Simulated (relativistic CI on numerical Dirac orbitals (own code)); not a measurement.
## What each ingredient does to the levels of Ir⁶⁵⁺

Base calculation: Dirac-Coulomb-Breit CI, separate exchange-only KLI orbitals for each configuration, QED by a radiative potential, unscaled Slater integrals.

CI space (outside the closed core [Ne]): 3s2, 3s 3p, 3p2, 3s 3d, 3d2, 3p 3d, 3p 4s, 3d 4s, 3s 4s, 3s 4p, 3s 4d, 3s 4f, 3s 5s, 3s 5p, 3s 5d, 4s2, 3s 5f, 3s 5g, 3s 6s, 3s 6p, 3s 6d. Levels of other configurations are missing.

Variants: (1) P86 correlation estimate; (2) one mean potential for all configurations. Shifts of the energy above 3s2 1S_0, in eV, for the lowest level and the first level of each name with at least 55 % of one term (blank where a level changes its place among those of its configuration and J or its character, or is not in the variant):

| Level | Base | Δ(1) | Δ(2) |
| --- | --- | --- | --- |
| 3s2 1S_0 | 0.00 | 0.00 | 0.00 |
| 3s 3p 3P°_0 | 148.69 | +0.12 | +0.19 |
| 3s 3p 3P°_1 | 165.59 | +0.12 | +0.19 |
| 3p2 3P_0 | 355.44 | +0.23 | +0.43 |
| 3s 3p 3P°_2 | 594.71 | +0.12 | +0.19 |
| 3s 3p 1P°_1 | 634.41 | +0.12 | +0.19 |
| 3p2 3P_1 | 786.20 | +0.23 | +0.40 |
| 3s 3d 3D_1 | 819.99 | 0.00 | +0.05 |
| 3s 3d 3D_2 | 834.81 | +0.04 | +0.10 |
| 3s 3d 3D_3 | 920.08 | 0.00 | +0.05 |
| 3s 3d 1D_2 | 938.53 | +0.01 | +0.06 |
| 3p 3d 3F°_2 | 980.12 | +0.09 | +0.33 |
| 3p2 3P_2 | 1239.80 | +0.23 | +0.37 |
| 3p2 1S_0 | 1260.30 | +0.23 | +0.38 |

At this charge energies of transitions that change n are usually good to better than 1 %, and those within a shell (Δn = 0) to a few per cent.

Ionisation energy from the two ground configurations alone: base 7710.04 eV. The NIST ASD value (theoretical) is 7710 eV.

LS names give the leading component of a level, which can be under half, so a name can repeat, a term be missing and a line seem to break the LS rules.
